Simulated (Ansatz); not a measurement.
Ge(OEt)2Me2 (C₆H₁₆GeO₂), relaxed as a singlet with RKS PBE-D4/def2-SVP in Ansatz, starting from the GFN2-xTB geometry. Force threshold 0.03 eV/Å.

Start:

Cartesian coordinates in Å:
```
Ge 0.821 -0.380 -0.554
O -0.221 0.583 -1.591
C -1.157 1.570 -1.200
C -2.290 1.605 -2.214
H -1.554 1.346 -0.205
H -0.658 2.547 -1.164
H -3.011 2.371 -1.941
H -1.895 1.819 -3.203
H -2.787 0.639 -2.243
O -0.231 -0.744 0.840
C 0.141 -1.140 2.141
C -0.790 -0.484 3.153
H 0.060 -2.231 2.216
H 1.178 -0.860 2.359
H -0.551 -0.827 4.156
H -0.687 0.598 3.109
H -1.821 -0.741 2.922
C 2.419 0.654 0.083
H 3.144 -0.003 0.552
H 2.117 1.414 0.800
H 2.890 1.141 -0.763
C 1.176 -1.994 -1.656
H 1.487 -1.695 -2.650
H 0.267 -2.583 -1.736
H 1.955 -2.605 -1.210
```

```
        step  energy (eV)  largest force component (eV/Å)  SCF passes
           1  -67060.1720                           1.078          22
           2  -67060.3399                           0.519          20
           3  -67060.3730                           0.176          20
4 (rejected)  -67060.3718                           0.361          20
           5  -67060.3814                           0.036          20
           6  -67060.3858                           0.044          20
           7  -67060.3885                           0.110          19
           8  -67060.3908                           0.110          20
           9  -67060.3935                           0.069          20
          10  -67060.3948                           0.071          19
          11  -67060.3958                           0.058          20
          12  -67060.3970                           0.051          20
          13  -67060.3980                           0.049          19
          14  -67060.3986                           0.061          20
          15  -67060.3991                           0.046          20
          16  -67060.3997                           0.032          20
          17  -67060.3999                           0.084          19
          18  -67060.4004                           0.018          14
```

Force components are those of the run's own axes.

End:

```xyz
25

Ge    0.7500   -0.5260   -0.6033
O    -0.4007    0.3550   -1.6689
C    -1.0868    1.4976   -1.1720
C    -2.1893    1.8735   -2.1498
H    -1.5227    1.2888   -0.1660
H    -0.3848    2.3603   -1.0461
H    -2.7388    2.7721   -1.8020
H    -1.7645    2.0877   -3.1514
H    -2.9109    1.0390   -2.2571
O    -0.2387   -0.9370    0.8559
C     0.2591   -0.8957    2.1815
C    -0.9044   -0.7109    3.1466
H     0.8020   -1.8431    2.4277
H     0.9978   -0.0684    2.3256
H    -0.5529   -0.7207    4.1988
H    -1.4209    0.2524    2.9563
H    -1.6457   -1.5253    3.0156
C     2.2565    0.6270   -0.0962
H     2.9873    0.0801    0.5313
H     1.9016    1.5146    0.4629
H     2.7681    0.9709   -1.0165
C     1.1990   -2.1386   -1.5973
H     1.6658   -1.8711   -2.5648
H     0.2731   -2.7124   -1.7920
H     1.9009   -2.7698   -1.0188
```

By distances, no bond broke or formed. The bond that changes most is Ge1–C18, from 2.01 to 1.96 Å (atoms count from 1).

No frequencies were taken in this run, so the end may be a saddle point.

Run time 22 s (2 threads of AMD EPYC 7R13 on a shared host and a share (18 GiB) of an NVIDIA H100 80GB HBM3), peak host memory 0.91 GiB.
